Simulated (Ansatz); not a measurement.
Calculation: B3LYP-D3(BJ)/def2-SVP run with Ansatz (a first-principles code). No frequencies were computed at this level.

Ansatz 0.2 input:
```yaml
crystal:
  periodic: [false, false, false]
  atoms:
    - { symbol: In, position_ang: [0.01667, -0.378259, -0.161987] }
    - { symbol: Cl, position_ang: [-2.22612, -0.851207, 0.132755] }
    - { symbol: Cl, position_ang: [1.488677, -0.937929, 1.524576] }
    - { symbol: Cl, position_ang: [0.772864, 0.146703, -2.267379] }
    - { symbol: C, position_ang: [-1.16953, 2.800461, 0.367451] }
    - { symbol: O, position_ang: [-0.119009, 1.918499, 0.74701] }
    - { symbol: H, position_ang: [-2.125668, 2.49208, 0.796612] }
    - { symbol: H, position_ang: [-1.235488, 2.757384, -0.718977] }
    - { symbol: H, position_ang: [-0.930921, 3.820836, 0.678321] }
    - { symbol: H, position_ang: [-0.046743, 1.898387, 1.709725] }
basis:
  gaussian: { orbitals: def2-svp }
hamiltonian:
  xc: b3lyp
  dispersion: d3bj
relax:
  max_steps: 150
```

Output:

```
[...]
these checks for a lower state are left out or cut short: starts, cluster_reference, orbital_swaps, neighbouring_geometries, increment
1395 factors; integrals over basis functions are off by at most 3.4e-4 eV
mean field -45884.33677919 eV, -1686.2182751149 hartree, gradient 1.4e-5 eV, S^2 0.000000; 0 other end points of the search recorded, 0 dependent functions left out
reference -45884.33707642 eV, -1686.2182860376 hartree; 45, 45 occupied and 83, 83 virtual orbitals, 1395 factors
relax step   2: F+E_penalty+E_count = -45884.86727749 eV  Δ(F+E_penalty+E_count) = -1.242e-1 eV  max|allowed force component| = 2.746e-1 eV/Å  Δτ_max = 0.1417 Å  (29 SCF iters, accepted)
these checks for a lower state are left out or cut short: starts, cluster_reference, orbital_swaps, neighbouring_geometries, increment
1395 factors; integrals over basis functions are off by at most 3.5e-4 eV
mean field -45884.35772164 eV, -1686.2190447356 hartree, gradient 2.6e-5 eV, S^2 0.000000; 0 other end points of the search recorded, 0 dependent functions left out
reference -45884.35801971 eV, -1686.2190556895 hartree; 45, 45 occupied and 83, 83 virtual orbitals, 1395 factors
relax step   3: F+E_penalty+E_count = -45884.88151211 eV  Δ(F+E_penalty+E_count) = -1.423e-2 eV  max|allowed force component| = 1.207e-1 eV/Å  Δτ_max = 0.0618 Å  (29 SCF iters, accepted)
these checks for a lower state are left out or cut short: starts, cluster_reference, orbital_swaps, neighbouring_geometries, increment
1395 factors; integrals over basis functions are off by at most 3.5e-4 eV
mean field evaluation 32: about -45884.3263 eV, gradient 4.9e-3 eV
mean field -45884.35942029 eV, -1686.2191071599 hartree, gradient 4.9e-6 eV, S^2 0.000000; 0 other end points of the search recorded, 0 dependent functions left out
reference -45884.35971844 eV, -1686.2191181166 hartree; 45, 45 occupied and 83, 83 virtual orbitals, 1395 factors
relax step   4: F+E_penalty+E_count = -45884.88385800 eV  Δ(F+E_penalty+E_count) = -2.346e-3 eV  max|allowed force component| = 5.824e-2 eV/Å  Δτ_max = 0.0295 Å  (31 SCF iters, accepted)
these checks for a lower state are left out or cut short: starts, cluster_reference, orbital_swaps, neighbouring_geometries, increment
1395 factors; integrals over basis functions are off by at most 3.5e-4 eV
mean field -45884.35987048 eV, -1686.2191237040 hartree, gradient 4.6e-6 eV, S^2 0.000000; 0 other end points of the search recorded, 0 dependent functions left out
reference -45884.36016858 eV, -1686.2191346588 hartree; 45, 45 occupied and 83, 83 virtual orbitals, 1395 factors
relax step   5: F+E_penalty+E_count = -45884.88556120 eV  Δ(F+E_penalty+E_count) = -1.703e-3 eV  max|allowed force component| = 4.992e-2 eV/Å  Δτ_max = 0.0484 Å  (30 SCF iters, accepted)
these checks for a lower state are left out or cut short: starts, cluster_reference, orbital_swaps, neighbouring_geometries, increment
1395 factors; integrals over basis functions are off by at most 3.5e-4 eV
mean field -45884.36223028 eV, -1686.2192104250 hartree, gradient 4.7e-6 eV, S^2 0.000000; 0 other end points of the search recorded, 0 dependent functions left out
reference -45884.36252867 eV, -1686.2192213905 hartree; 45, 45 occupied and 83, 83 virtual orbitals, 1395 factors
relax step   6: F+E_penalty+E_count = -45884.88668273 eV  Δ(F+E_penalty+E_count) = -1.122e-3 eV  max|allowed force component| = 2.168e-2 eV/Å  Δτ_max = 0.0432 Å  (31 SCF iters, accepted)
these checks for a lower state are left out or cut short: starts, cluster_reference, orbital_swaps, neighbouring_geometries, increment
1395 factors; integrals over basis functions are off by at most 3.5e-4 eV
mean field -45884.36813901 eV, -1686.2194275668 hartree, gradient 2.3e-5 eV, S^2 0.000000; 0 other end points of the search recorded, 0 dependent functions left out
reference -45884.36843718 eV, -1686.2194385244 hartree; 45, 45 occupied and 83, 83 virtual orbitals, 1395 factors
relax step   7: F+E_penalty+E_count = -45884.88998706 eV  Δ(F+E_penalty+E_count) = -3.304e-3 eV  max|allowed force component| = 1.723e-1 eV/Å  Δτ_max = 0.1960 Å  (28 SCF iters, accepted)
these checks for a lower state are left out or cut short: starts, cluster_reference, orbital_swaps, neighbouring_geometries, increment
1395 factors; integrals over basis functions are off by at most 3.5e-4 eV
mean field evaluation 64: about -45884.3710 eV, gradient 4.7e-6 eV
mean field -45884.37099019 eV, -1686.2195323459 hartree, gradient 5.7e-6 eV, S^2 0.000000; 0 other end points of the search recorded, 0 dependent functions left out
reference -45884.37128931 eV, -1686.2195433381 hartree; 45, 45 occupied and 83, 83 virtual orbitals, 1395 factors
relax step   8: F+E_penalty+E_count = -45884.89133109 eV  Δ(F+E_penalty+E_count) = -1.344e-3 eV  max|allowed force component| = 1.671e-1 eV/Å  Δτ_max = 0.0776 Å  (30 SCF iters, accepted)
these checks for a lower state are left out or cut short: starts, cluster_reference, orbital_swaps, neighbouring_geometries, increment
1395 factors; integrals over basis functions are off by at most 3.5e-4 eV
mean field -45884.37185755 eV, -1686.2195642208 hartree, gradient 4.8e-6 eV, S^2 0.000000; 0 other end points of the search recorded, 0 dependent functions left out
reference -45884.37215622 eV, -1686.2195751966 hartree; 45, 45 occupied and 83, 83 virtual orbitals, 1395 factors
relax step   9: F+E_penalty+E_count = -45884.89461463 eV  Δ(F+E_penalty+E_count) = -3.284e-3 eV  max|allowed force component| = 1.122e-1 eV/Å  Δτ_max = 0.0412 Å  (31 SCF iters, accepted)
these checks for a lower state are left out or cut short: starts, cluster_reference, orbital_swaps, neighbouring_geometries, increment
1395 factors; integrals over basis functions are off by at most 3.5e-4 eV
mean field -45884.37340365 eV, -1686.2196210387 hartree, gradient 2.6e-5 eV, S^2 0.000000; 0 other end points of the search recorded, 0 dependent functions left out
reference -45884.37370225 eV, -1686.2196320123 hartree; 45, 45 occupied and 83, 83 virtual orbitals, 1395 factors
relax step  10: F+E_penalty+E_count = -45884.89706251 eV  Δ(F+E_penalty+E_count) = -2.448e-3 eV  max|allowed force component| = 6.860e-2 eV/Å  Δτ_max = 0.0640 Å  (29 SCF iters, accepted)
these checks for a lower state are left out or cut short: starts, cluster_reference, orbital_swaps, neighbouring_geometries, increment
1395 factors; integrals over basis functions are off by at most 3.6e-4 eV
mean field -45884.37488938 eV, -1686.2196756383 hartree, gradient 2.6e-5 eV, S^2 0.000000; 0 other end points of the search recorded, 0 dependent functions left out
reference -45884.37518799 eV, -1686.2196866121 hartree; 45, 45 occupied and 83, 83 virtual orbitals, 1395 factors
relax step  11: F+E_penalty+E_count = -45884.89833203 eV  Δ(F+E_penalty+E_count) = -1.270e-3 eV  max|allowed force component| = 9.226e-2 eV/Å  Δτ_max = 0.0837 Å  (29 SCF iters, accepted)
these checks for a lower state are left out or cut short: starts, cluster_reference, orbital_swaps, neighbouring_geometries, increment
1395 factors; integrals over basis functions are off by at most 3.6e-4 eV
mean field -45884.37582429 eV, -1686.2197099955 hartree, gradient 4.6e-6 eV, S^2 0.000000; 0 other end points of the search recorded, 0 dependent functions left out
reference -45884.37612307 eV, -1686.2197209758 hartree; 45, 45 occupied and 83, 83 virtual orbitals, 1395 factors
relax step  12: F+E_penalty+E_count = -45884.89905531 eV  Δ(F+E_penalty+E_count) = -7.233e-4 eV  max|allowed force component| = 6.124e-2 eV/Å  Δτ_max = 0.0249 Å  (30 SCF iters, accepted)
these checks for a lower state are left out or cut short: starts, cluster_reference, orbital_swaps, neighbouring_geometries, increment
1395 factors; integrals over basis functions are off by at most 3.6e-4 eV
mean field evaluation 96: about -45884.3760 eV, gradient 1.3e-1 eV
mean field -45884.37608123 eV, -1686.2197194380 hartree, gradient 4.6e-6 eV, S^2 0.000000; 0 other end points of the search recorded, 0 dependent functions left out
reference -45884.37637998 eV, -1686.2197304168 hartree; 45, 45 occupied and 83, 83 virtual orbitals, 1395 factors
relax step  13: F+E_penalty+E_count = -45884.89955314 eV  Δ(F+E_penalty+E_count) = -4.978e-4 eV  max|allowed force component| = 2.583e-2 eV/Å  Δτ_max = 0.0179 Å  (31 SCF iters, accepted)
these checks for a lower state are left out or cut short: starts, cluster_reference, orbital_swaps, neighbouring_geometries, increment
1395 factors; integrals over basis functions are off by at most 3.6e-4 eV
mean field -45884.37605352 eV, -1686.2197184199 hartree, gradient 2.6e-5 eV, S^2 0.000000; 0 other end points of the search recorded, 0 dependent functions left out
reference -45884.37635225 eV, -1686.2197293980 hartree; 45, 45 occupied and 83, 83 virtual orbitals, 1395 factors
relax step  14: F+E_penalty+E_count = -45884.89990133 eV  Δ(F+E_penalty+E_count) = -3.482e-4 eV  max|allowed force component| = 1.820e-2 eV/Å  Δτ_max = 0.0358 Å  (30 SCF iters, accepted)
these checks for a lower state are left out or cut short: starts, cluster_reference, orbital_swaps, neighbouring_geometries, increment
1395 factors; integrals over basis functions are off by at most 3.7e-4 eV
mean field -45884.37583847 eV, -1686.2197105167 hartree, gradient 2.6e-5 eV, S^2 0.000000; 0 other end points of the search recorded, 0 dependent functions left out
reference -45884.37613720 eV, -1686.2197214948 hartree; 45, 45 occupied and 83, 83 virtual orbitals, 1395 factors
relax step  15: F+E_penalty+E_count = -45884.90003299 eV  Δ(F+E_penalty+E_count) = -1.317e-4 eV  max|allowed force component| = 2.632e-2 eV/Å  Δτ_max = 0.0393 Å  (30 SCF iters, accepted)
these checks for a lower state are left out or cut short: starts, cluster_reference, orbital_swaps, neighbouring_geometries, increment
1395 factors; integrals over basis functions are off by at most 3.7e-4 eV
mean field -45884.37608585 eV, -1686.2197196078 hartree, gradient 2.6e-5 eV, S^2 0.000000; 0 other end points of the search recorded, 0 dependent functions left out
reference -45884.37638467 eV, -1686.2197305893 hartree; 45, 45 occupied and 83, 83 virtual orbitals, 1395 factors
relax step  16: F+E_penalty+E_count = -45884.90011407 eV  Δ(F+E_penalty+E_count) = -8.108e-5 eV  max|allowed force component| = 3.553e-2 eV/Å  Δτ_max = 0.0189 Å  (30 SCF iters, accepted)
these checks for a lower state are left out or cut short: starts, cluster_reference, orbital_swaps, neighbouring_geometries, increment
1395 factors; integrals over basis functions are off by at most 3.7e-4 eV
mean field -45884.37591911 eV, -1686.2197134803 hartree, gradient 1.7e-5 eV, S^2 0.000000; 0 other end points of the search recorded, 0 dependent functions left out
reference -45884.37621788 eV, -1686.2197244599 hartree; 45, 45 occupied and 83, 83 virtual orbitals, 1395 factors
relax step  17: F+E_penalty+E_count = -45884.90019328 eV  Δ(F+E_penalty+E_count) = -7.921e-5 eV  max|allowed force component| = 1.946e-2 eV/Å  Δτ_max = 0.0076 Å  (23 SCF iters, accepted)
these checks for a lower state are left out or cut short: starts, cluster_reference, orbital_swaps, neighbouring_geometries, increment
1395 factors; integrals over basis functions are off by at most 3.7e-4 eV
mean field evaluation 128: about -45884.3402 eV, gradient 6.3e-1 eV
mean field -45884.37604276 eV, -1686.2197180244 hartree, gradient 8.2e-6 eV, S^2 0.000000; 0 other end points of the search recorded, 0 dependent functions left out
reference -45884.37634161 eV, -1686.2197290069 hartree; 45, 45 occupied and 83, 83 virtual orbitals, 1395 factors
relax step  18: F+E_penalty+E_count = -45884.90025834 eV  Δ(F+E_penalty+E_count) = -6.506e-5 eV  max|allowed force component| = 7.559e-3 eV/Å  Δτ_max = 0.0155 Å  (24 SCF iters, accepted)
these checks for a lower state are left out or cut short: starts, cluster_reference, orbital_swaps, neighbouring_geometries, increment
1395 factors; integrals over basis functions are off by at most 3.7e-4 eV
mean field -45884.37599719 eV, -1686.2197163497 hartree, gradient 1.7e-5 eV, S^2 0.000000; 0 other end points of the search recorded, 0 dependent functions left out
reference -45884.37629599 eV, -1686.2197273303 hartree; 45, 45 occupied and 83, 83 virtual orbitals, 1395 factors
relax step  19: F+E_penalty+E_count = -45884.90028531 eV  Δ(F+E_penalty+E_count) = -2.696e-5 eV  max|allowed force component| = 8.172e-3 eV/Å  Δτ_max = 0.0152 Å  (23 SCF iters, accepted)
1395 factors; integrals over basis functions are off by at most 3.7e-4 eV
mean field -45884.37599719 eV, -1686.2197163497 hartree, gradient 1.7e-5 eV, S^2 0.000000; 1 other end points of the search recorded, 0 dependent functions left out
reference -45884.37629599 eV, -1686.2197273303 hartree; 45, 45 occupied and 83, 83 virtual orbitals, 1395 factors
Total energy: -45884.90058410 eV, -1686.2389945631 hartree
Atom 0 at    -0.010058    -0.240644    -0.225961 Å, force    -0.002125     0.002855     0.001701 eV/Å
Atom 1 at    -2.346996    -0.574855    -0.189422 Å, force     0.000640    -0.000262    -0.000311 eV/Å
Atom 2 at     1.203126    -0.693268     1.763727 Å, force     0.001083    -0.001769     0.002166 eV/Å
Atom 3 at     1.108090    -0.236992    -2.289784 Å, force     0.000894    -0.000145    -0.002432 eV/Å
Atom 4 at    -1.239217     2.740205     0.496613 Å, force    -0.001606     0.005904    -0.000864 eV/Å
Atom 5 at    -0.043055     1.944802     0.462183 Å, force    -0.003591    -0.002612    -0.001755 eV/Å
Atom 6 at    -2.002903     2.286017     1.145599 Å, force     0.001538    -0.000832    -0.002733 eV/Å
Atom 7 at    -1.624322     2.781845    -0.529455 Å, force    -0.001925     0.000232     0.001330 eV/Å
Atom 8 at    -0.995197     3.757811     0.835392 Å, force    -0.003081     0.000871    -0.002002 eV/Å
Atom 9 at     0.375266     1.902034     1.339216 Å, force     0.008172    -0.004240     0.004900 eV/Å
Dipole moment:    -0.217671     0.897792     0.376961 e Å
```

Cost: about 2.4 core-minutes (a rough figure).
